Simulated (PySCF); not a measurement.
# Electric field gradients and quadrupole coupling constants

Species: C₄H₈N₂Si.
Structure used (GFN2-xTB), in Å, numbered top down from 1:
```xyz
15
C4H8N2Si angstrom
C     -1.0885   -1.0555    0.6111
N     -0.5219    0.1445    0.0380
Si    -1.5939    1.3571   -0.6164
C      0.8323    0.2597    0.0443
C      1.7208   -0.6276    0.5314
C      3.0935   -0.3675    0.4658
N      4.2244   -0.1662    0.4178
H     -0.7371   -1.9419    0.0767
H     -0.8131   -1.1481    1.6648
H     -2.1722   -1.0138    0.5388
H     -2.4748    1.8018    0.4661
H     -0.7383    2.4265   -1.1112
H     -2.3766    0.7283   -1.6829
H      1.2001    1.1754   -0.3973
H      1.4408   -1.5647    0.9886
```

Field gradients from the PBE0/pcSseg-1 density (PySCF, non-relativistic), principal values in atomic units, ordered |Vxx| ≤ |Vyy| ≤ |Vzz|:

```json
{"atom": "N2", "Vxx": "0.1984", "Vyy": "0.6039", "Vzz": "-0.8023"}
{"atom": "N7", "Vxx": "0.3042", "Vyy": "0.6003", "Vzz": "-0.9045"}
```

Task: Find the asymmetry η = (Vxx − Vyy)/Vzz and the couplings χ = eQV/h (234.96 MHz × Q in barn × V in au), with Q(14N) = 0.02044 b.

Result: 
```csv
atom,environment,nucleus,η,χzz (MHz),χxx (MHz),χyy (MHz)
N2,silicon-bound nitrogen,14N,0.51,-3.853,0.953,2.900
N7,nitrile nitrogen,14N,0.33,-4.344,1.461,2.883
```

Task: What is Vzz at N7 in SI units (1 au = 9.71736 × 10²¹ V/m²)?

Result: -0.9045 au = -8.789 × 10²¹ V/m².

Task: And the gradient at the other heavy atoms, for which no coupling is worked out here?

Result: 
```json
{"atom": "C1", "environment": "N-methyl carbon", "Vzz (au)": "0.278", "η": "0.05"}
{"atom": "Si3", "environment": "SiH3 silicon", "Vzz (au)": "0.508", "η": "0.06"}
{"atom": "C4", "environment": "vinylic carbon bearing nitrogen", "Vzz (au)": "0.313", "η": "0.99"}
{"atom": "C5", "environment": "alkene CH carbon", "Vzz (au)": "0.114", "η": "0.47"}
{"atom": "C6", "environment": "nitrile carbon", "Vzz (au)": "-0.398", "η": "0.02"}
```

Task: What couplings would deuterons (Q(2H) = 0.00286 b) have in place of the hydrogens, at this geometry?

Result: 
| atom | bonded to | bond length (Å) | Vzz (au) | η | χzz (kHz) |
| --- | --- | --- | --- | --- | --- |
| H8 | C1 | 1.093 | 0.2963 | 0.05 | 199 |
| H9 | C1 | 1.093 | 0.2963 | 0.05 | 199 |
| H10 | C1 | 1.087 | 0.3079 | 0.10 | 207 |
| H11 | Si3 | 1.465 | 0.1580 | 0.04 | 106 |
| H12 | Si3 | 1.456 | 0.1635 | 0.06 | 110 |
| H13 | Si3 | 1.465 | 0.1580 | 0.04 | 106 |
| H14 | C4 | 1.081 | 0.3140 | 0.10 | 211 |
| H15 | C5 | 1.080 | 0.3316 | 0.13 | 223 |

The structure is a single GFN2-xTB conformer in the gas phase; no vibrational or solvent corrections. GFN2-xTB bond lengths can be off by several hundredths of an ångström, more for odd bonds, and the gradients follow them. With so small a basis the couplings can be 20 % off.
